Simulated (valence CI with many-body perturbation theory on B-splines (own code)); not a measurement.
E1 transitions of Dy LXI

Level of theory: relativistic CI+MBPT: four valence electrons over a frozen Dirac-Fock core [He], radial functions for each j: 11 s, 11 p, 10 d, 8 f, 5 g, 2 h, with the one-electron correlation potential Σ1 (screened to all orders), the two-electron term Σ2, the three-electron term Σ3, Breit, model QED; selected single and double excitations, second order for the rest, scaled by the run's own slope (own B-spline code, finite nucleus).

No measured spectrum was set against this ion. As an estimate, large intervals hold to a few tenths of a per cent, small ones and those within an open d or f shell to about a per cent. Among the levels kept, up to 930 cm⁻¹ of a level comes from second order outside the variational space, and about a tenth of that is noise between levels of different J, which matters for small intervals.

Lines 151 to 200 of 552 in falling wavelength, among levels below 85818 × 10³ cm⁻¹, chosen from the strongest by gf and those to the six lowest levels. Wavelengths and rates use the calculated energies. Electric multipoles are in the length gauge, E1 and E2 with the static RPA response of the core. Weak lines are less certain than strong ones. Lines between different terms over intervals too small for the method are left out, as are lines whose strength nearly cancels. The highest levels of a list are the least certain.

Levels are named by their leading jj configuration (3d3/2^4 stands for four electrons in 3d with j = 3/2), which in mixed levels can hold well under half, so a name can repeat and another be missing. Letters in brackets count levels of one name in rising energy.

```csv
λ vac (nm),Upper,Lower,A (s⁻¹),S (a.u.)
1.180,(2s 2p3/2^2 3d3/2) J=4,(2s^2 2p3/2 3d3/2) J=3,7.62e+11,5.56e-03
1.177,(2s 2p3/2^2 3p1/2) J=3,(2s^2 2p3/2 3p1/2) J=2,8.60e+11,4.84e-03
1.170,(2s 2p1/2 2p3/2^2) J=2 [a],(2s^2 2p1/2 2p3/2) J=1,9.53e+11,3.77e-03
1.167,(2p1/2 2p3/2^2 3p3/2) J=3 [a],(2s 2p1/2 2p3/2 3p3/2) J=2 [c],2.10e+12,1.15e-02
1.166,(2p1/2 2p3/2^2 3d5/2) J=4,(2s 2p1/2 2p3/2 3d5/2) J=3 [c],1.84e+12,1.29e-02
1.163,(2p1/2 2p3/2^2 3s) J=2 [a],(2s 2p1/2 2p3/2 3s) J=1 [c],1.57e+12,6.11e-03
1.163,(2p1/2 2p3/2^2 3d5/2) J=3,(2s 2p1/2 2p3/2 3d5/2) J=3 [c],8.00e+11,4.35e-03
1.159,(2p1/2 2p3/2^2 3p3/2) J=3 [b],(2s 2p1/2 2p3/2 3p3/2) J=2 [d],1.51e+12,8.12e-03
1.153,(2p1/2 2p3/2^2 3d3/2) J=2 [a],(2s 2p1/2 2p3/2 3d3/2) J=2 [c],1.13e+12,4.28e-03
1.153,(2p1/2 2p3/2^2 3p1/2) J=2 [a],(2s 2p1/2 2p3/2 3p1/2) J=1 [b],1.97e+12,7.44e-03
1.149,(2p1/2 2p3/2^2 3s) J=3,(2s 2p1/2 2p3/2 3s) J=2 [c],1.89e+12,9.89e-03
1.146,(2p1/2 2p3/2^2 3d3/2) J=3 [a],(2s 2p1/2 2p3/2 3d3/2) J=2 [c],1.05e+12,5.47e-03
1.144,(2p1/2 2p3/2^2 3d3/2) J=3 [b],(2s 2p1/2 2p3/2 3d3/2) J=2 [d],1.52e+12,7.89e-03
1.144,(2s 2p1/2 2p3/2^2) J=3,(2s^2 2p1/2 2p3/2) J=2,9.12e+11,4.72e-03
1.142,(2p1/2 2p3/2^2 3p3/2) J=4,(2s 2p1/2 2p3/2 3p3/2) J=3 [c],2.75e+12,1.82e-02
1.140,(2p1/2 2p3/2^2 3p1/2) J=2 [b],(2s 2p1/2 2p3/2 3p1/2) J=1 [c],2.31e+12,8.44e-03
1.138,(2p1/2 2p3/2^2 3p1/2) J=3,(2s 2p1/2 2p3/2 3p1/2) J=2 [c],2.46e+12,1.25e-02
1.137,(2s 2p3/2^2 3p3/2) J=2 [a],(2s^2 2p3/2 3p3/2) J=1,1.15e+12,4.18e-03
1.136,(2p1/2 2p3/2^2 3d3/2) J=4,(2s 2p1/2 2p3/2 3d3/2) J=3 [c],2.28e+12,1.48e-02
1.126,(2p1/2 2p3/2^2 3s) J=2 [b],(2s 2p1/2 2p3/2 3s) J=1 [b],1.46e+12,5.15e-03
1.122,(2p1/2 2p3/2^2 3p3/2) J=2 [b],(2s 2p1/2 2p3/2 3p3/2) J=1 [d],2.48e+12,8.66e-03
1.113,(2s 2p3/2^3) J=2,(2s^2 2p3/2^2) J=2,3.23e+12,1.10e-02
1.109,(2s 2p3/2^2 3d5/2) J=4 [b],(2s^2 2p3/2 3d5/2) J=3,7.86e+11,4.76e-03
1.108,(2s 2p3/2^2 3p3/2) J=3 [b],(2s^2 2p3/2 3p3/2) J=2,1.36e+12,6.37e-03
1.106,(2p1/2^2 2p3/2^2) J=2,(2s 2p1/2^2 2p3/2) J=1,2.82e+12,9.41e-03
1.105,(2p1/2 2p3/2^3) J=1,(2s 2p1/2 2p3/2^2) J=1 [a],4.11e+12,8.20e-03
1.104,(2s 2p1/2 2p3/2 3d5/2) J=3 [c],(2s^2 2p1/2 3d5/2) J=2,3.56e+12,1.66e-02
1.103,(2s 2p1/2 2p3/2 3p3/2) J=2 [c],(2s^2 2p1/2 3p3/2) J=1,3.48e+12,1.15e-02
1.103,(2s 2p1/2 2p3/2 3d5/2) J=4 [c],(2s^2 2p1/2 3d5/2) J=3,3.40e+12,2.02e-02
1.102,(2s 2p3/2^2 3d5/2) J=2 [b],(2s^2 2p3/2 3d5/2) J=1,1.79e+12,5.90e-03
1.101,(2s 2p3/2^2 3d5/2) J=3 [c],(2s^2 2p3/2 3d5/2) J=3,1.47e+12,6.79e-03
1.100,(2s 2p1/2 2p3/2 3p3/2) J=3 [c],(2s^2 2p1/2 3p3/2) J=2,3.66e+12,1.68e-02
1.099,(2p1/2 2p3/2^2 3p3/2) J=1 [c],(2s 2p1/2 2p3/2 3p3/2) J=1 [c],2.19e+12,4.31e-03
1.098,(2p1/2^2 2p3/2 3d5/2) J=2,(2s 2p1/2^2 3d5/2) J=2,2.10e+12,6.86e-03
1.097,(2s 2p1/2 2p3/2 3d3/2) J=2 [c],(2s^2 2p1/2 3d3/2) J=2,2.89e+12,9.42e-03
1.097,(2p1/2^2 2p3/2 3p3/2) J=1,(2s 2p1/2^2 3p3/2) J=1,2.60e+12,5.09e-03
1.097,(2p1/2 2p3/2^3) J=2,(2s 2p1/2 2p3/2^2) J=2 [b],5.74e+12,1.87e-02
1.097,(2s 2p1/2 2p3/2 3d3/2) J=1 [d],(2s^2 2p1/2 3d3/2) J=1,2.54e+12,4.97e-03
1.096,(2s 2p3/2^2 3p3/2) J=2 [c],(2s^2 2p3/2 3p3/2) J=2,3.58e+12,1.16e-02
1.096,(2p3/2^4) J=0,(2s 2p3/2^3) J=1,1.30e+13,8.44e-03
1.096,(2s 2p3/2^2 3d5/2) J=3 [c],(2s 2p1/2 2p3/2 3p3/2) J=3 [a],1.25e+12,5.66e-03
1.095,(2s 2p1/2 2p3/2 3d3/2) J=2 [d],(2s^2 2p1/2 3d3/2) J=1,3.07e+12,9.95e-03
1.095,(2s 2p1/2 2p3/2 3s) J=1 [b],(2s^2 2p1/2 3s) J=1,3.77e+12,7.32e-03
1.095,(2p1/2 2p3/2^2 3p3/2) J=2 [c],(2s 2p1/2 2p3/2 3p3/2) J=2 [d],2.94e+12,9.52e-03
1.095,(2p1/2 2p3/2^2 3p3/2) J=3 [b],(2s 2p1/2 2p3/2 3p3/2) J=3 [b],2.20e+12,9.96e-03
1.094,(2s 2p1/2 2p3/2 3p1/2) J=1 [b],(2s^2 2p1/2 3p1/2) J=1,4.39e+12,8.51e-03
1.093,(2p1/2^2 2p3/2 3d5/2) J=4,(2s 2p1/2^2 3d5/2) J=3,2.52e+12,1.46e-02
1.093,(2s 2p1/2 2p3/2 3d3/2) J=3 [c],(2s^2 2p1/2 3d3/2) J=2,3.32e+12,1.50e-02
1.093,(2p1/2^2 2p3/2 3p3/2) J=3,(2s 2p1/2^2 3p3/2) J=2,2.86e+12,1.29e-02
1.092,(2s 2p1/2 2p3/2 3p1/2) J=2 [c],(2s^2 2p1/2 3p1/2) J=1,3.81e+12,1.22e-02
```
